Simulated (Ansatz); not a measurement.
Input for Ansatz (an electronic-structure program): R-PBE0/def2-TZVPP on ScCl, 2S+1 = 1, a spin state set in the input, which need not be the lowest.

Ansatz 0.2 input:
```yaml
crystal:
  periodic: [false, false, false]
  atoms:
    - {symbol: Sc, position_ang: [0.00000000, 0.00000000, 0.00000000]}
    - {symbol: Cl, position_ang: [0.00000000, 0.00000000, 2.58400000]}
basis:
  gaussian:
    orbitals: def2-TZVPP
hamiltonian:
  xc: {name: PBE0}
relax: {f_tol: 0.002, max_steps: 120}
```

Output:

```
WARN ansatz: RAYON_NUM_THREADS=1 ignored (pool sized by the plan → 1); use --threads N
Functional definition: PBE0
integrals: 0.04 GiB planned
867 factors; their error is unknown
mean field: 0.33 GiB planned
mean field evaluation 1: about -33211.5099 eV, gradient 1.9e1 eV
mean field evaluation 2: about -33178.9423 eV, gradient 1.3e2 eV
mean field evaluation 4: about -33212.8641 eV, gradient 4.9e0 eV
mean field evaluation 8: about -33212.9298 eV, gradient 7.5e-2 eV
mean field evaluation 16: about -33213.0601 eV, gradient 2.1e-4 eV
mean field evaluation 32: about -33213.0601 eV, gradient 4.6e-5 eV
mean field -33213.06005982 eV, -1220.5574445776 hartree, gradient 4.6e-5 eV, S^2 0.000000; 2 other end points of the search recorded, 0 dependent functions left out
the calculation of the forces begins
reference -33213.06008691 eV, -1220.5574455732 hartree; 19, 19 occupied and 87, 87 virtual orbitals, 867 factors
relax step   1: F+E_penalty+E_count = -33213.06005982 eV  Δ(F+E_penalty+E_count) = +0.000e0 eV  max|allowed force component| = 2.566e0 eV/Å  Δτ_max = 0.0000 Å  (65 SCF iters, accepted)
these checks for a lower state are left out or cut short: starts, cluster_reference, orbital_swaps, neighbouring_geometries, increment
integrals: 0.04 GiB planned
867 factors; their error is unknown
mean field: 0.34 GiB planned
mean field -33213.66667229 eV, -1220.5797371747 hartree, gradient 2.0e-5 eV, S^2 0.000000; 0 other end points of the search recorded, 0 dependent functions left out
the calculation of the forces begins
reference -33213.66669895 eV, -1220.5797381545 hartree; 19, 19 occupied and 87, 87 virtual orbitals, 867 factors
relax step   2: F+E_penalty+E_count = -33213.66667229 eV  Δ(F+E_penalty+E_count) = -6.066e-1 eV  max|allowed force component| = 1.398e-1 eV/Å  Δτ_max = 0.1877 Å  (43 SCF iters, accepted)
these checks for a lower state are left out or cut short: starts, cluster_reference, orbital_swaps, neighbouring_geometries, increment
integrals: 0.04 GiB planned
867 factors; their error is unknown
mean field: 0.34 GiB planned
mean field -33213.66719268 eV, -1220.5797562986 hartree, gradient 2.2e-5 eV, S^2 0.000000; 0 other end points of the search recorded, 0 dependent functions left out
the calculation of the forces begins
reference -33213.66721933 eV, -1220.5797572782 hartree; 19, 19 occupied and 87, 87 virtual orbitals, 867 factors
relax step   3: F+E_penalty+E_count = -33213.66719268 eV  Δ(F+E_penalty+E_count) = -5.204e-4 eV  max|allowed force component| = 6.001e-2 eV/Å  Δτ_max = 0.0067 Å  (39 SCF iters, accepted)
these checks for a lower state are left out or cut short: starts, cluster_reference, orbital_swaps, neighbouring_geometries, increment
integrals: 0.04 GiB planned
867 factors; their error is unknown
mean field: 0.34 GiB planned
mean field -33213.66731595 eV, -1220.5797608289 hartree, gradient 2.2e-5 eV, S^2 0.000000; 0 other end points of the search recorded, 0 dependent functions left out
the calculation of the forces begins
reference -33213.66734261 eV, -1220.5797618086 hartree; 19, 19 occupied and 87, 87 virtual orbitals, 867 factors
relax step   4: F+E_penalty+E_count = -33213.66731595 eV  Δ(F+E_penalty+E_count) = -1.233e-4 eV  max|allowed force component| = 3.615e-4 eV/Å  Δτ_max = 0.0020 Å  (41 SCF iters, accepted)
integrals: 0.04 GiB planned
867 factors; their error is unknown
mean field: 0.34 GiB planned
mean field evaluation 64: about -33213.5369 eV, gradient 2.1e-1 eV
mean field -33213.66731595 eV, -1220.5797608289 hartree, gradient 2.3e-5 eV, S^2 0.000000; 3 other end points of the search recorded, 0 dependent functions left out
the calculation of the forces begins
reference -33213.66734261 eV, -1220.5797618086 hartree; 19, 19 occupied and 87, 87 virtual orbitals, 867 factors
Total energy: -33213.66734261 eV, -1220.5797618086 hartree
Atom 0 at    -0.000000     0.000000     0.183035 Å, force     0.000000     0.000000     0.000362 eV/Å
Atom 1 at     0.000000    -0.000000     2.400965 Å, force     0.000000    -0.000000    -0.000362 eV/Å
Dipole moment:     0.000000    -0.000000    -0.576829 e Å
```

Self-consistency was reached.

Cost: around 14 core-seconds (rough).
